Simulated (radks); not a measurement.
Ru XXXIII, configuration [Ne] 3s2.

All-electron calculation, scalar-relativistic Kohn-Sham, LDA (Slater exchange, Perdew-Wang correlation), spin-polarised, spherical densities, point nucleus. Program: a radial shooting solver on a logarithmic mesh with Libxc functionals.

Energy parts (eV):
total: -101308.874
kinetic: 105392.145
electron-nucleus: -218585.173
Hartree: 13881.750
exchange-correlation: -1997.595

Orbitals (lengths in bohr, moments of r in powers of bohr; r(max) is where P^2 peaks):
| orbital | occ. | eigenvalue (eV) | r(max) | <r^4> |
|---|---|---|---|---|
| 1s | 2 | -23692.85 | 0.02174 | 5.909e-06 |
| 2s | 2 | -4837.354 | 0.1220 | 0.0009852 |
| 2p | 6 | -4530.489 | 0.09723 | 0.0006897 |
| 3s | 2 | -1919.815 | 0.3299 | 0.02753 |
| 3p | 0 | -1823.415 | 0.3166 | 0.02561 |
| 4s | 0 | -1018.346 | 0.6529 | 0.3012 |

The highest occupied level is 3s at -1919.8 eV. Summed over all electrons, <r^2> = 0.4395 bohr^2, which gives a Langevin (diamagnetic) susceptibility term of -0.348 x 10^-6 cm^3/mol. For comparison, the ionisation energy in NIST's Atomic Spectra Database is 1949 eV (semi-empirical). In exact Kohn-Sham theory the highest level is minus the ionisation energy, but local and semilocal functionals leave it too shallow, through self-interaction and a potential that decays too fast; potentials with the right tail come closer. The density falls to 0.001 e/bohr^3 at r = 0.88 bohr.
